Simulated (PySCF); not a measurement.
Some computed properties have been withheld. Give your best values.

3-methyl-2-pentanone, C6H12O.
SMILES: `CC[C@@H](C)C(C)=O`

Conformer (atom-mapped SMILES and torsion angles): `[CH3:1][CH2:2][C@@H:3]([CH3:4])[C:5]([CH3:6])=[O:7]`: C1–C2–C3–C4 174°, C2–C3–C5–C6 144°.

```csv
property,level,value
point group,PBE0-D3(BJ)/def2-SVP,?
"rotational constants A, B, C",PBE0-D3(BJ)/def2-SVP,"3.077, 2.094, 1.641 GHz"
dipole moment,wB97X-D/def2-SVPD,2.85 D
HOMO energy,wB97X-D/def2-SVPD,-9.08 eV
LUMO energy,wB97X-D/def2-SVPD,1.40 eV
lowest singlet excitation,TDDFT wB97X-D/def2-SVPD,"4.44 eV (279 nm, f = 0.000)"
strongest line among the 10 lowest singlet transitions,TDDFT wB97X-D/def2-SVPD,?
lowest triplet excitation (Tamm–Dancoff),TDA wB97X-D/def2-SVPD,?
static isotropic polarisability,wB97X-D/def2-SVPD,76.0 au
vertical ionisation energy,ΔSCF wB97X-D/def2-SVPD,9.33 eV
electronic spatial extent ⟨r²⟩ about the centre of nuclear charge,wB97X-D/def2-SVPD,?
13C chemical shifts (computed TMS as zero) by class,GIAO CAM-B3LYP/pcSseg-1,"221.4 (1 C), 50.3 (1 C), 32.7 (1 C), 28.7 (1 C), 21.0 (1 C), 13.9 (1 C) ppm"
1H chemical shifts (computed TMS as zero) by class,GIAO CAM-B3LYP/pcSseg-1,?
"isotropic shieldings of nuclei other than C and H, by class",GIAO CAM-B3LYP/pcSseg-1,?
largest of the computed one-bond spin–spin couplings (means over like bonds),"B3LYP/pcJ-1, spin–dipole term left out","13C–1H +135.3, 13C–1H +134.8 (×3), 13C–1H +134.0 (×3), 13C–1H +131.7 (×3), 13C–1H +131.6, 13C–1H +131.6, 13C–13C +42.2, 13C–13C +39.7 Hz"
core binding energies,"ΔSCF SCAN, pcX-2 on the ionised atom, pcseg-1 elsewhere, spin-free X2C",?
```

The electronic properties come from PySCF, for the isolated species, density fitting. One conformer (not necessarily the lowest) at the PBE0-D3(BJ)/def2-SVP geometry, without solvent or vibrations. NMR classes are plain means over equivalent atoms (diastereotopic ones count apart unless rotation or inversion swaps them), as if these changed places fast; in this geometry the members of some classes differ.

Problem. Give the strongest line among the 10 lowest singlet transitions.

Solution. S7 at 8.33 eV (149 nm, f = 0.079).

Problem. The isotropic shieldings of nuclei other than C and H, by class?

Solution. -334 (1 O) ppm.

Problem. The core binding energies?

Solution. C1s 290.5, C1s 290.5, C1s 290.7, C1s 290.8, C1s 291.0, C1s 293.1, O1s 537.4 eV.

Problem. Give the point group.

Solution. C1.

Problem. The electronic spatial extent ⟨r²⟩ about the centre of nuclear charge?

Solution. 884 bohr².

Problem. The 1H chemical shifts (computed TMS as zero) by class?

Solution. 2.10 (3 H), 1.98 (1 H), 1.88 (1 H), 1.02 (3 H), 0.91 (1 H), 0.79 (3 H) ppm.

Problem. What is the lowest triplet excitation (Tamm–Dancoff)?

Solution. 3.92 eV.

In wavenumbers S1 is 35800 cm⁻¹ (1 eV = 8065.54 cm⁻¹). The vertical singlet–triplet gap S1 − T1 is 0.52 eV (TDDFT singlet less Tamm–Dancoff triplet; S1: HOMO→LUMO, weight 0.97; T1: HOMO→LUMO, weight 0.96). The principal polarisabilities are 71.0, 76.5 and 80.5 au; their mean is the isotropic value. In atomic units the dipole is 1.12 e·bohr (1 au = 2.5417 D).

For the NMR shielding job (CAM-B3LYP/pcSseg-1), on one thread of an Arm Neoverse V1, no GPU (shared host), this took 29 s wall.
